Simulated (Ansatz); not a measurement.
`C[N](C)[Ge]([F])([F])[F]` + `C=CF` → `[F][Ge]([F])([F])[F]` + `C=CN(C)C` at 298.15 K and 1 bar (formal exchange of groups at a Ge–N bond).

Program: Ansatz. Geometries: PBE0-D4/def2-TZVP. ΔE: electronic, gas phase. CBS: MP2 limit from def2 TZ/QZ plus the TZ coupled-cluster correction, frozen cores. For Ge outer-core shells are correlated without core-valence functions, which leaves a few kJ/mol of doubt a bond. Scalar relativity is left out up to krypton. Each species was taken in one conformer, which may not be the lowest.

```
                   species  CCSD(T)/CBS energy (Eh)  H − E (kJ/mol)  S (J/(mol·K))
`C[N](C)[Ge]([F])([F])[F]`              -2510.03269           263.5          406.1
                    `C=CF`               -177.66469           127.2          252.2
    `[F][Ge]([F])([F])[F]`              -2475.42984            43.3          303.1
                `C=CN(C)C`               -212.29412           348.9          319.7
```

H − E and S are ideal-gas, rigid-rotor, harmonic terms from PBE0-D4/def2-TZVP, for one conformer and one mirror image of each species. 1 Eh = 2625.50 kJ/mol, R = 8.31446 J/(mol·K).

By hand: ΔE, ΔH, ΔS and ΔG.

ΔE = (-2475.42984) + (-212.29412) − (-2510.03269) − (-177.66469) = -0.02658 Eh = -69.8 kJ/mol. Δ(H − E) = 43.3 + 348.9 − 263.5 − 127.2 = 1.5, so ΔH = -68.3 kJ/mol. ΔS = 303.1 + 319.7 − 406.1 − 252.2 = -35.5 J/(mol·K). ΔG = -68.3 − 298.15 × (-35.5)/1000 = -57.7 kJ/mol.

By hand: the equilibrium constant, and the temperature at which ΔG would vanish if ΔH and ΔS stayed fixed.

log₁₀ K = −ΔG/(RT ln 10) = 10.1. ΔG = 0 at ΔH/ΔS = 1924 K.

ΔH outweighs TΔS. A doubt of 5 kJ/mol in ΔE shifts log₁₀ K by 0.9 here. Other conformers and mirror images would add mixing entropy, several J/(mol·K) or more a flexible species. Modes under 60 cm⁻¹, often nearly free rotors, make the harmonic entropy too high. These are equilibria of isolated gas molecules and say nothing of rates. Largest T1 diagnostic: 0.012 (customary marks: 0.02 for closed shells, 0.045 for open ones).
